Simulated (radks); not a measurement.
Results of a calculation; reference values are marked as such.
All-electron atom: Eu in [Kr] 4d10 4f7 5s2 5p5 6s2 5f1 (not the ground configuration). Level of theory: scalar-relativistic Kohn-Sham, LDA (Slater exchange, Perdew-Wang correlation), spin-polarised, spherical densities, point nucleus; open shells are filled with parallel spins first (spin-orbit coupling, left out, can overturn this in heavy ions) (a radial shooting solver on a logarithmic mesh with Libxc functionals). Some entries of the table are withheld. Estimate them.

orbital  occ.  eigenvalue (Ry)  <r^2> (bohr^2)
1s up       1        -3552.476       0.0006801
1s down     1        -3552.471       0.0006801
2s up       1        -583.9548         0.01069
2s down     1        -583.9454         0.01069
2p up       3        -520.5784        0.008596
2p down     3        -520.5696        0.008596
3s up       1        -128.9991         0.07137
3s down     1        -128.8172         0.07125
3p up       3        -109.2755         0.07147
3p down     3        -109.0947         0.07133
3d up       5        -82.83217         0.06015
3d down     5        -82.69005         0.05998
4s up       1        -26.23855          0.3626
4s down     1        -25.82109          0.3624
4p up       3        -19.75008          0.4099
4p down     3        -19.33434          0.4099
4d up       5        -10.71006          0.4982
4d down     5        -10.29756          0.4993
5s up       1         -4.05954           2.077
5s down     1         -3.77795           2.147
5p up       3              (1)           2.830
5p down     2              (2)           2.990
4f up       7         -1.00901           1.115
4f down     0         -0.63617           1.329
6s up       1         -0.62706             (3)
6s down     1         -0.59067             (4)
5f up       1              (5)           281.1
5f down     0              (6)           318.2

Answer. 
(1) 5p up eigenvalue (Ry): -2.47052
(2) 5p down eigenvalue (Ry): -2.24208
(3) 6s up <r^2> (bohr^2): 14.16
(4) 6s down <r^2> (bohr^2): 15.07
(5) 5f up eigenvalue (Ry): -0.03297
(6) 5f down eigenvalue (Ry): -0.02393
